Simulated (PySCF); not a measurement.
BrCl.
InChI=1S/BrCl/c1-2

Computed, not measured: PBE/def2-TZVP geometry optimisation, gas phase (PySCF).

Take the most abundant isotopes and a rigid rotor. 

(1) What are the moment of inertia and the rotational constant?

(2) List the first levels of a rigid rotor in a Σ state.

(3) Where do the first rotational lines fall?

(4) Estimate the classical rotational partition function at 10 K, 298.15 K and 500 K.

Results:

(1) I = 113.200 u·Å², B = 505379 MHz·u·Å²/I = 4464 MHz (0.1489 cm⁻¹, or 0.214 K as hB/k). For two atoms I = μr² with μ = 24.2317 u and r = 2.1614 Å.

(2) E(J) = BJ(J+1): J = 1: 0.298, J = 2: 0.894, J = 3: 1.787, J = 4: 2.978, J = 5: 4.468, J = 6: 6.255 cm⁻¹.

(3) The dipole is 0.45 D; J+1 ← J lies at 2B(J+1): 1 ← 0 at 8.93 GHz, 2 ← 1 at 17.86 GHz, 3 ← 2 at 26.79 GHz, 4 ← 3 at 35.72 GHz, 5 ← 4 at 44.64 GHz, 6 ← 5 at 53.57 GHz.

(4) Point group C∞v, symmetry number σ = 1; q = kT/(σhB), k/h = 20836.6 MHz/K: 46.7 at 10 K, 1390 at 298.15 K, 2330 at 500 K.

Not checked by PBE/def2-TZVP frequencies. No vibrational averaging or centrifugal distortion is included, and the geometry carries the error of its method.
